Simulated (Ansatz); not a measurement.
Harmonic frequencies (cm⁻¹) at PBE0-D4/def2-TZVP from Ansatz: 58, 90, 122, 355, 367, 444, 453, 525, 591, 680, 710, 867, 906, 934, 940, 943, 945, 2201, 2215, 2220, 2228, 2232, 2232, 2236.

Q: Which molecule is it?
A. `C[AsH][SiH3]`
B. `[SiH3][AsH][SiH3]`
C. `CO[AsH][SiH3]`
D. `C[AsH]C`

A: B.
